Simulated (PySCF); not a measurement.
Compound: C7H9NO.
SMILES: `C=C(C)[C@@H]1C[C@@H](C#N)O1`

The closed-shell SCF was solved with PySCF and density fitting under several settings on one GFN2-xTB geometry (grid level 2 and gas phase unless stated).

| settings | basis functions | SCF cycles | E (Eh) | HOMO (eV) | LUMO (eV) | dipole (D) |
| --- | --- | --- | --- | --- | --- | --- |
| B97-D/ANO-RCC-VDZP | 171 | 16 | -401.8712 | -6.29 | -1.26 | 4.32 |
| PW91/6-31G, level shift 0.3 Eh | 99 | 14 | -401.7797 | -6.18 | -1.22 | 4.31 |

Problem. Estimate the rows for these settings: (1) BHandHLYP/def2-SVPD, energy threshold 1e-11 Eh, level shift 0.1 Eh; (2) B97-D/pcSseg-0, IEF-PCM chloroform.

Solution. 
```json
{"settings": "BHandHLYP/def2-SVPD, energy threshold 1e-11 Eh, level shift 0.1 Eh", "basis functions": "255", "SCF cycles": "13", "E (Eh)": "-401.5379", "HOMO (eV)": "-8.67", "LUMO (eV)": "0.55", "dipole (D)": "4.55"}
{"settings": "B97-D/pcSseg-0, IEF-PCM chloroform", "basis functions": "99", "SCF cycles": "15", "E (Eh)": "-400.8623", "HOMO (eV)": "-6.25", "LUMO (eV)": "-1.32", "dipole (D)": "5.25"}
```

Problem. Over all rows, what range does the HOMO–LUMO gap span?

Solution. From 4.93 eV (B97-D/pcSseg-0, IEF-PCM chloroform) to 9.22 eV (BHandHLYP/def2-SVPD, energy threshold 1e-11 Eh, level shift 0.1 Eh). The functional of the narrowest has no exact exchange, that of the widest 50 % exact exchange.

Problem. And the dipole moment?

Solution. From 4.31 D (PW91/6-31G, level shift 0.3 Eh) to 5.25 D (B97-D/pcSseg-0, IEF-PCM chloroform); the largest is 1.22 times the smallest, and the median is 4.44 D.

Whole jobs, the steps after the SCF included, on one thread of an Arm Neoverse V1, no GPU, shared host:

```json
{"settings": "B97-D/ANO-RCC-VDZP", "work after the SCF": "shieldings, ring-centre shieldings, charges and field gradients", "wall time": "2.6 min", "peak memory": "0.69 GiB"}
{"settings": "PW91/6-31G, level shift 0.3 Eh", "work after the SCF": "shieldings, ring-centre shieldings, charges and field gradients", "wall time": "28 s", "peak memory": "0.49 GiB"}
{"settings": "BHandHLYP/def2-SVPD, energy threshold 1e-11 Eh, level shift 0.1 Eh", "work after the SCF": "6 singlets by full TDDFT, 5 Tamm–Dancoff triplets, polarisability", "wall time": "74 s", "peak memory": "1.0 GiB"}
{"settings": "B97-D/pcSseg-0, IEF-PCM chloroform", "work after the SCF": "12 singlets by TDA, polarisability", "wall time": "12 s", "peak memory": "0.65 GiB"}
```

B97-D ran without the empirical dispersion term, which would shift the total energy alone. Cycle counts include a coarse-grid stage where the run had one. ANO-RCC sets were contracted for a scalar-relativistic Hamiltonian, but ran non-relativistically here. Geometry: GFN2-xTB, one conformer.

Conformer computed: `[CH2:1]=[C:2]([CH3:3])[C@@H:4]1[CH2:5][C@@H:6]([C:7]#[N:8])[O:9]1`: C1–C2–C4–C5 -108°.
